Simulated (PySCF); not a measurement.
**Broadened absorption spectrum of C8H9N**

Compound: C8H9N.
Numbering: `[CH2:1]=[N:2][c:3]1[cH:4][cH:5][cH:6][c:7]([CH3:8])[cH:9]1` (hydrogens: H10, H11 on C1; H12 on C4; H13 on C5; H14 on C6; H15, H16, H17 on C8; H18 on C9)

Cartesian coordinates in Å at the GFN2-xTB level; atoms count from 1:
```
atom  x, y, z in Å
C1     3.170    1.114   -0.148
N2     2.019    1.220   -0.635
C3     0.987    0.341   -0.347
C4     1.158   -1.043   -0.384
C5     0.074   -1.872   -0.172
C6    -1.176   -1.339    0.090
C7    -1.363    0.038    0.130
C8    -2.719    0.622    0.390
C9    -0.279    0.869   -0.105
H10    3.467    0.370    0.597
H11    3.926    1.818   -0.467
H12    2.133   -1.454   -0.605
H13    0.205   -2.944   -0.206
H14   -2.016   -1.997    0.261
H15   -3.365   -0.098    0.886
H16   -2.644    1.514    1.007
H17   -3.188    0.906   -0.553
H18   -0.397    1.942   -0.081
```

Level of theory: TDDFT PBE0/def2-SVPD, vertical, gas phase, core orbitals frozen in the response (PySCF 2.14.0, density-fitted response routines).

Each state is given a Gaussian of 0.4 eV full width at half maximum, with ε(max) = 2.175×10⁸ f / Δν̃ (Δν̃ the width in cm⁻¹). The width is an assumption, not a result. The curve ends short of the highest state used, and states not computed would add to its high-energy end.

```
λ (nm)  ε (L mol⁻¹ cm⁻¹)
 213.9              7181
 217.8             10990
 221.6             12210
 225.5             10166
 229.4              6490
 233.3              3263
 237.2              1328
 241.0               480
 244.9               188
 248.8               134
 252.7               145
 256.6               153
 260.5               142
 264.3               132
 268.2               163
 272.1               306
 276.0               645
 279.9              1250
 283.7              2101
 287.6              3136
 291.5              4124
 295.4              4821
 299.3              5053
 303.2              4788
 307.0              4153
 310.9              3295
 314.8              2414
 318.7              1642
 322.6              1043
 326.5               623
 330.3               356
 334.2               190
 338.1                97
 342.0                47
 345.9                22
 349.7                10
```

**Question.** Locate the maxima and give the states behind the curve.

**Answer.** 299 nm (4.14 eV), ε about 5100, made up of S1 (100%); 256 nm (4.84 eV), ε about 150, made up of S2 (98%); 221 nm (5.61 eV), ε about 12000, made up of S3 (35%) and S4 (64%) (ε in L mol⁻¹ cm⁻¹; maxima over ε = 5, shares over 10%). The states used: S1 4.14 eV (f 0.075); S2 4.84 eV (f 0.0022); S3 5.53 eV (f 0.071); S4 5.65 eV (f 0.120); S5 6.01 eV (f 0.0056); S6 6.40 eV (f 0.074).

**Question.** On this curve, what absorbance would a 10⁻⁴ mol/L sample give at 222 nm over a 1 cm path?

**Answer.** 222 nm is 5.585 eV, where ε is about 12000 L mol⁻¹ cm⁻¹, so A = ε c l ≈ 1.2 (Beer–Lambert, with the gas-phase spectrum and the assumed width).

**Question.** What would ε be at 5.61 eV, the highest of these maxima, with half the width (0.2 eV)?

**Answer.** About 21000 L mol⁻¹ cm⁻¹ against 12200, a factor of about 1.7; a lone state at its own centre would give exactly 2.

**Question.** Does any computed singlet lie in the visible range?

**Answer.** No computed singlet lies in the visible range (380 to 750 nm); the lowest, at 299 nm, stands 0.88 eV above its violet end (3.26 eV); a Tamm–Dancoff triplet lies at 381 nm, without intensity as long as spin–orbit coupling is left out.

Hardware: one thread of an Arm Neoverse V1, shared host with 32 logical CPUs at a one-minute load of 32. Cost: 63 s wall, 0.99 GiB resident at most.

One conformer stands for the species.
